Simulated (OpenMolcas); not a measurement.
# Cr3+: effect of the active space

```yaml
Program: OpenMolcas
Method: CASSCF or its RAS form
Basis: ANO-RCC-VQZP
Scalar_Hamiltonian: DKH2, point nucleus
Spin-orbit_coupling: RASSI with atomic mean-field integrals over the reference wave functions, term energies averaged over their components
```

A. 3 electrons in 5 orbitals (3d); 2S+1 = 4 even, 10 roots; 2S+1 = 2 even, 40 roots; cost roughly 9 core-seconds
B. 9 electrons in 8 orbitals (RAS1 3p, at most 2 holes; RAS2 3d); 2S+1 = 4 even, 10 roots; 2S+1 = 2 even, 40 roots; cost of the order of 25 core-seconds
C. 3 electrons in 10 orbitals (3d 4d); 2S+1 = 4 even, 10 roots; 2S+1 = 2 even, 40 roots; cost about 18 core-seconds

Energies in eV above 3d3 4F 3/2, the measured ground level; measured values from Sugar and Corliss, J. Phys. Chem. Ref. Data 6, 317 (1977).

| Level | A | B | C | Measured |
| --- | --- | --- | --- | --- |
| 3d3 4F 3/2 | 0.0000 | 0.0000 | 0.0000 | 0.0000 |
| 3d3 4F 5/2 | 0.0305 | 0.0318 | 0.0308 | 0.0292 |
| 3d3 4F 7/2 | 0.0723 | 0.0753 | 0.0731 | 0.0689 |
| 3d3 4F 9/2 | 0.1246 | 0.1296 | 0.1260 | 0.1172 |
| 3d3 4P 1/2 | 2.2089 | 2.0730 | 2.1537 | 1.7431 |
| 3d3 4P 3/2 | 2.2227 | 2.0862 | 2.1681 | 1.7577 |
| 3d3 2G 7/2 | 2.2480 | 2.2620 | 2.1734 | 1.8662 |
| 3d3 4P 5/2 | 2.2578 | 2.1249 | 2.2048 | 1.7942 |
| 3d3 2G 9/2 | 2.2920 | 2.3087 | 2.2190 | 1.9096 |
| 3d3 2P 1/2 | 2.9652 | 2.6744 | 2.8830 | 2.4201 |
| 3d3 2H 9/2 | 2.9697 | 3.1603 | 2.8746 | 2.6118 |
| 3d3 2P 3/2 | 2.9817 | 2.6877 | 2.8963 |  |
| 3d3 2H 11/2 | 3.0035 | 3.1962 | 2.9105 | 2.6434 |
| 3d3 2D 3/2(1) | 3.2310 | 2.9084 | 3.1213 | 2.5603 |
| 3d3 2D 5/2(1) | 3.2614 | 2.9416 | 3.1508 | 2.5620 |
| 3d3 2F 7/2 | 5.1125 | 5.0277 | 4.9727 | 4.2604 |
| 3d3 2F 5/2 | 5.1316 | 5.0476 | 4.9918 | 4.2844 |
| 3d3 2D 5/2(2) | 7.9834 | 7.4448 | 7.6827 | 6.5681 |
| 3d3 2D 3/2(2) | 8.0062 | 7.4723 | 7.7029 | 6.5888 |

Deviations, from unrounded energies. A percentage is the sum of absolute deviations over the sum of measured energies, with the sign that they share, or ± where signs differ.

```tsv
Against measurement	Levels	A	B	C
mean absolute deviation (cm-1)	17	4400	3400	3600
fine structure of the ground term (%)	3	+5.6	+9.9	+6.8
other terms of the ground configuration (%)	14	+21.4	+16.4	+17.5
```

B lies closest to measurement on these levels and A furthest from it. The largest miss of B in the table is 3d3 2D 3/2(2), by +7100 cm-1. The ranking rests on the paired levels alone, and a cruder setting can come out closer through cancelling errors.

Among A to C the level of the table that moves most is 3d3 2D 5/2(2), by 4300 cm-1 (lowest in B, highest in A).

Without dynamic correlation excited terms often stand tens of per cent too high (terms of higher spin than the ground term too low), and those without a measured partner can miss by more than the paired ones. Active for correlation alone: 3p; no level in the range computed is led by a configuration that opens it, so any true level of that kind is missing (holds for B). Active for correlation alone: 4d; no level in the range computed is led by a configuration that fills it, so any true level of that kind is missing (holds for C). Measured partners are found by configuration, term and J. A level has none where our copy of the source lacks it or the pairing is in doubt (some pairs that miss far off the trend of their configuration count as doubtful), and it then counts in no deviation. Only configurations of the active space appear.

A number in round brackets counts repeated terms of one configuration in the order of the reference energies.
